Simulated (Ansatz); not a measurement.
Saddle point of AlH₂Cl₂F, closed shell (AlCl₂F ([F][Al]([Cl])[Cl]) + H₂ → AlHCl₂ ([Cl][AlH][Cl]) + HF (still joined by a long Al–F bond); bonds formed: Al1–H6, F2–H5; bonds broken: H5–H6; bonds weakened to dative contacts: Al1–F2), PBE0-D4/def2-TZVP structure:

Al1  (0.277, -0.350, 0.101)
F2  (-1.398, 0.529, -0.050)
Cl3  (0.403, -1.898, -1.280)
Cl4  (0.755, -0.646, 2.101)
H5  (-0.637, 1.187, -0.373)
H6  (0.599, 1.178, -0.498)
(Å)

Energies are electronic, without zero-point energy. Barriers and step energies count from the start structure reached by relaxing down the imaginary mode; all methods use the PBE0-D4 structures, on which another method's saddle can fall below an end. Computed with Ansatz 0.2.0 (basis: def2-TZVPP, with def2-QZVPP for the basis limit); correlated methods freeze the cores. B3LYP uses VWN-RPA correlation. Extrapolation: Hartree–Fock as exp(−7.88 √X), correlation as X^−2.97.

| method | barrier (eV) | step energy (eV) |
| --- | --- | --- |
| SPW92 | 1.025 | 1.118 |
| PBE-D4 | 1.266 | 1.216 |
| BLYP-D4 | 1.424 | 1.311 |
| r2SCAN-D4 | 1.377 | 1.293 |
| B97M-V | 1.385 | 1.161 |
| PBE0-D4 | 1.346 | 1.188 |
| B3LYP-D4 | 1.465 | 1.278 |
| r2SCAN0-D4 | 1.427 | 1.253 |
| BHLYP-D4 | 1.562 | 1.251 |
| CAM-B3LYP-D4 | ? | 1.249 |
| wB97X-V | 1.448 | 1.223 |
| wB97M-V | 1.449 | 1.219 |
| B2PLYP | 1.495 | 1.281 |
| PBE-QIDH | ? | 1.218 |
| RPA on PBE | 1.456 | 1.214 |
| HF | 1.795 | 1.210 |
| MP2 | ? | 1.291 |
| CCSD | 1.540 | 1.230 |
| CCSD(T) | 1.494 | 1.238 |

**Question.** Fill in the withheld barriers. (An estimate is asked for; the value comes from the calculation.)

**Answer.** The calculation gives: CAM-B3LYP-D4 1.443; MP2 1.514; PBE-QIDH 1.442 eV. Each is the energy of the saddle less that of the start structure, by the same method.

For comparison, the barrier by CCSD(T) at an estimated basis limit (MP2 extrapolated from triple and quadruple zeta, plus CCSD(T) − MP2 in triple zeta) is 1.531 eV.

The T1 diagnostic stays at or below 0.010.

Labels in which every atom is bracketed show which atoms are joined, not bond orders.

For scale, one of the runs: CCSD(T)/def2-TZVPP, 185 basis functions (an equivalent command: `ansatz run in.yaml --threads 2`). Hardware: 2 CPU threads, shared host. Wall time 19 s; peak host memory 1.8 GiB.
